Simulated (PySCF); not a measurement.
**Working out the ionisation energy of Sn⁺**

Sn⁺ [Kr] 4d10 5s2 5p1 (2P) → Sn²⁺ [Kr] 4d10 5s2 (1S). Computed with PySCF 2.14 in ANO-RCC-VTZP, with the spin-free X2C one-electron Hamiltonian (Gaussian nucleus). Frozen: [Ar] 3d10. Energies in hartree (1 hartree = 27.21139 eV):

| part | Sn⁺ (lower) | Sn²⁺ (upper) |
| --- | --- | --- |
| UHF | -6173.299759 | -6172.794255 |
| MP2 opposite-spin | -0.419018 | -0.412330 |
| MP2 same-spin | -0.225464 | -0.219871 |

Question: What does Hartree-Fock give?

Answer: (-6172.794255) − (-6173.299759) = 0.505504 hartree = 13.755 eV.

Question: What do MP2 and SCS-MP2 (6/5 opposite-spin, 1/3 same-spin) give?

Answer: The opposite-spin parts differ by 0.182 eV and the same-spin parts by 0.152 eV. MP2: 13.755 + (0.182) + (0.152) = 14.089 eV. SCS-MP2: 13.755 + 1.2 × (0.182) + (0.152)/3 = 14.024 eV.

Measured between the centres of the two terms (NIST): 14.282 eV, so MP2 (valence and next inner shell) is off by -0.193 eV.

What remains against the reference includes basis incompleteness, the frozen core and correlation beyond second order.
